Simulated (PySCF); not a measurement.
Geometry:
```tsv
atom	x (Å)	y (Å)	z (Å)
C1	2.090	-0.521	0.022
C2	0.643	-0.164	-0.253
O3	-0.190	-1.141	0.325
C4	-1.534	-0.793	0.186
O5	-1.814	0.465	0.731
C6	-0.980	1.427	0.152
O7	0.371	1.107	0.291
H8	2.305	-1.498	-0.398
H9	2.246	-0.546	1.096
H10	2.736	0.230	-0.422
H11	0.434	-0.128	-1.348
H12	-2.122	-1.528	0.737
H13	-1.811	-0.798	-0.891
H14	-1.229	1.529	-0.927
H15	-1.150	2.368	0.677
```

One computed conformer, isolated molecule, averaged over atoms made equivalent by symmetry, fast rotation or ring inversion, non-relativistic Hamiltonian. NMR shieldings at PBE0/pcSseg-1/GIAO; structure optimised with GFN2-xTB; PySCF.

Chemical shifts δ = σref − σ; $^{13}$C (186.93 ppm), $^{1}$H (31.72 ppm) against TMS; $^{17}$O (336.08 ppm) against H2O, all at this level.

```csv
atoms,nucleus,count,Hirshfeld charge,δ (ppm)
O5,$^{17}$O,1,-0.16,?
H11,$^{1}$H,1,0.02,?
H8/H9/H10,$^{1}$H,3,0.05,1.39
O3/O7,$^{17}$O,2,-0.15,121.6
C4/C6,$^{13}$C,2,0.06,96.2
H13/H14,$^{1}$H,2,0.03,?
H12/H15,$^{1}$H,2,0.06,5.39
C2,$^{13}$C,1,0.11,102.7
C1,$^{13}$C,1,-0.13,23.6
```

**Question.** Complete the table.

**Answer.** 
- H13/H14: 5.15 ppm, hydrogen on an sp3 carbon bearing two oxygens; its carbon carries O, hence the downfield position
- H11: 4.92 ppm, hydrogen on an sp3 carbon bearing two oxygens; its carbon carries O, which withdraws density
- O5: 100.5 ppm, ether oxygen

Shifts are as computed. Against solution values, carbons near 30 ppm lie about +3 ppm off and those near 130 ppm about +5 ppm. Of 1211 compounds with measured shifts, 218 miss one by over three times the rms of a fit or turn the order of signals round; such compounds aren't used in these exercises. Experimental scales use liquid or dissolved standards, which lie at an offset from isolated H2O (liquid H2O: subtract about 36 ppm).
